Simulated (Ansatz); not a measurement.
Consider the ligand exchange at the Si–O bond: `F[CH2][AlH][O][SiH3]` + `N[SiH2]O[SiH3]` → `[SiH3]N[SiH2]O[SiH3]` + `[OH][AlH][CH2]F`.

Program: Ansatz. Geometries: PBE0-D4/def2-TZVP. ΔE: electronic, gas phase. CBS: MP2 limit from def2 TZ/QZ plus the TZ coupled-cluster correction, frozen cores. DFT in def2-TZVPP. B3LYP here is the variant with VWN-RPA as its local correlation; programs differ in this. One conformer a species, not always the lowest.

```
             level  ΔE (kJ/mol)
           ωB97M-V         50.9
            B2PLYP         56.6
            r2SCAN         53.6
             B3LYP         58.8
CCSD(T)/def2-TZVPP         51.5
     HF/def2-QZVPP         70.8
    MP2/def2-QZVPP         51.0
SCS-MP2/def2-QZVPP         54.6
```

(1) What does CCSD(T)/CBS give? (Best estimate.)

Largest T1 diagnostic among the species: 0.012.

Results:

(1) Ansatz gave: +50.7 kJ/mol. The listed levels differ from it by 0.2, 5.9, 2.9, 8.1, 0.8, 20.1, 0.3, 3.9 kJ/mol.

In def2-TZVPP, CCSD(T) changes the Hartree–Fock value by −18.3 kJ/mol (the triples alone add −2.8 kJ/mol) and MP2 by −18.6 kJ/mol. From PBE to PBE0 (25 % exact exchange), in def2-TZVPP and without D4, ΔE moves by +3.1 kJ/mol. The D4 term adds −6.8 kJ/mol with B3LYP and −3.8 kJ/mol with PBE0; it sums over pairs of atoms, weighted by their polarisabilities, and B3LYP, whose exchange is more repulsive, gets the larger term.
